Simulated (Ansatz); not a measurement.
Species: CH$_{5}$OSi, charge 0, multiplicity 2. It need not be the lowest isomer of its formula. 
Coordinates optimised at B3LYP-D3(BJ)/def2-TZVP (Ansatz, an electronic-structure program):
```
O
C 1 1.4190
H 2 1.0897 1 107.95
H 2 1.0933 3 108.81 1 -120.37
H 2 1.0945 3 108.84 4 -118.54
Si 1 1.6497 2 124.95 3 164.89
H 6 1.4858 1 105.77 2 -165.82
H 6 1.4963 7 110.89 1 -118.84
```
Charge 0, spin multiplicity 2.

Basis-set convergence of Hartree-Fock and CCSD(T) correlation energies (hartree) with Ansatz. Correlated levels leave the core frozen unless marked. UHF or UKS for open shells. Spin-orbit coupling is left out. Non-relativistic.

| basis | functions | E(HF) | E(corr, CCSD(T)) |
|---|---|---|---|
| cc-pV(D+d)Z | 76 | -404.56168 | -0.46348 |
| cc-pV(T+d)Z | 169 | -404.61863 | -0.57170 |
| cc-pV(Q+d)Z | 324 | -404.63171 | -0.60654 |
| cc-pV(5+d)Z | 557 | -404.63465 | -0.61840 |

Extrapolating the two largest sets (X = 4 and 5) as X^-3: E(corr) = (125·(-0.61840) - 64·(-0.60654))/61 = -0.6308 Eh, an estimate of the basis-set limit. The largest set recovers 98.0 % of it, the smallest 73.5 %.
